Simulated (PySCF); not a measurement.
TeFI, SMILES F[Te]I. Atoms are numbered in the order given.

```xyz
3

Te     0.3185     1.1982     0.0000
F     -1.5318     1.7353     0.0000
I     -0.0524    -1.4703     0.0000
```
Charge 0, spin multiplicity 1.

Coordinates come from a B3LYP-D3(BJ)/def2-TZVP optimisation. The def2 effective core potentials stand for the cores of I, Te; spin–orbit coupling is left out.

Computed with PySCF with TDDFT-ωB97X/def2-SVPD.

Vertical excitations. Gas-phase values at a fixed geometry. State labels are in the subgroup Cs.

| state | symmetry | energy (eV) | λ (nm) | f | main pairs |
|---|---|---|---|---|---|
| S1 | A" | 2.13 | 582 | 0.001 | HOMO→LUMO 91 % |
| S2 | A" | 2.49 | 498 | 0.000 | HOMO→LUMO+1 88 % |
| S3 | A' | 4.04 | 307 | 0.002 | HOMO−1→LUMO 96 % |
| S4 | A" | 4.40 | 282 | 0.000 | HOMO−2→LUMO 95 % |
| S5 | A' | 5.23 | 237 | 0.000 | HOMO−1→LUMO+1 80 %, HOMO−3→LUMO 16 % |
| S6 | A" | 5.36 | 231 | 0.000 | HOMO−2→LUMO+1 91 % |
| S7 | A' | 5.76 | 215 | 0.008 | HOMO−3→LUMO+1 93 % |
| S8 | A" | 6.11 | 203 | 0.036 | HOMO→LUMO+3 43 %, HOMO→LUMO+2 40 %, HOMO→LUMO+5 9 % |
| S9 | A' | 6.63 | 187 | 0.621 | HOMO−3→LUMO 62 %, HOMO→LUMO+11 14 %, HOMO−1→LUMO+1 13 % |
| S10 | A" | 6.94 | 179 | 0.067 | HOMO→LUMO+3 47 %, HOMO→LUMO+2 28 %, HOMO→LUMO+5 7 % |
| T1 | A" | 1.58 | 785 | 0 | HOMO→LUMO 87 % |
| T2 | A" | 1.79 | 692 | 0 | HOMO→LUMO+1 81 % |
| T3 | A' | 3.52 | 352 | 0 | HOMO−1→LUMO 94 % |
| T4 | A" | 3.85 | 322 | 0 | HOMO−2→LUMO 94 % |
Triplets are in the Tamm–Dancoff approximation, which puts them higher than full response would, so one can lie above its singlet here.
